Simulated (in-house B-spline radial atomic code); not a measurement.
Ionisation energies along the 2-electron series, configuration 1s2, as differences of self-consistent energies. NIST's values go from ground level to ground level; the uncertainty of those that are theory runs from under 0.1 % in few-electron ions to several per cent in heavy many-electron ones. Computed with an all-electron radial atomic-structure program (B-spline basis): non-relativistic Hartree-Fock, average of the configuration, point nuclei.

This level leaves out relativity, spin-orbit splitting included, which matters for heavy ions.

```
  ion  configuration after  ionisation energy (eV)  IE/(q+1)² (eV)  -ε less Coulomb ΔSCF (eV)  tabulated value (eV)    tabulated kind  computed minus tabulated (eV)
 W72+                  1s1                 73249.3          13.745                     1.5107              79181.94  tabulated theory                          -5933
Re73+                  1s1                       ?               ?                          ?                     ?  tabulated theory                              ?
Os74+                  1s1                       ?               ?                          ?                     ?  tabulated theory                              ?
Ir75+                  1s1                       ?               ?                          ?                     ?  tabulated theory                              ?
Pt76+                  1s1                 81453.5          13.738                     1.5106               88955.1  tabulated theory                          -7502
Au77+                  1s1                 83572.6          13.736                     1.5106               91515.8  tabulated theory                          -7943
Hg78+                  1s1                 85718.9          13.735                     1.5106               94124.7  tabulated theory                          -8406
Tl79+                  1s1                 87892.4          13.733                     1.5106               96783.2  tabulated theory                          -8891
Pb80+                  1s1                 90093.1          13.732                     1.5106               99491.8  tabulated theory                          -9399
Bi81+                  1s1                 92321.1           13.73                     1.5106              102251.8  tabulated theory                          -9931
```

(1) Fill in the row of Re73+.

(2) Fill in the row of Os74+.

(3) Fill in the row of Ir75+.

Results:

(1) ionisation energy (eV): 75259.5; IE/(q+1)² (eV): 13.744; -ε less Coulomb ΔSCF (eV): 1.5107; tabulated value (eV): 81556.58; computed minus tabulated (eV): -6297.

(2) ionisation energy (eV): 77297.0; IE/(q+1)² (eV): 13.742; -ε less Coulomb ΔSCF (eV): 1.5107; tabulated value (eV): 83976.18; computed minus tabulated (eV): -6679.

(3) ionisation energy (eV): 79361.6; IE/(q+1)² (eV): 13.74; -ε less Coulomb ΔSCF (eV): 1.5107; tabulated value (eV): 86442.44; computed minus tabulated (eV): -7081.
